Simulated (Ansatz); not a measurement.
Reaction (cleavage of the Al–Si bond): `N[SiH]([AlH2])[SiH3]` + `N[Si]1(Cl)CO1` → `[AlH2][NH][Si]1(Cl)CO1` + `N[SiH2][SiH3]`

Program: Ansatz. Geometries: PBE0-D4/def2-TZVP. ΔE: electronic, gas phase. CCSD(T)/CBS is the MP2 limit (def2-TZVPP, def2-QZVPP) plus CCSD(T) − MP2 in def2-TZVPP, frozen cores. This one scheme is used for every species. DFT in def2-TZVPP. Each species was taken in one conformer, which may not be the lowest.

| level | ΔE (eV) |
| --- | --- |
| ωB97M-V | -1.21 |
| MP2/def2-QZVPP | -1.27 |

**Question.** What does CCSD(T)/CBS give? (An estimate is asked.)

**Answer.** The calculation gave: -1.17 eV. The listed levels differ from it by -0.04, -0.10 eV.

Largest T1 diagnostic among the species: 0.013.

From PBE to PBE0 (25 % exact exchange), in def2-TZVPP and without D4, ΔE moves by −0.05 eV.
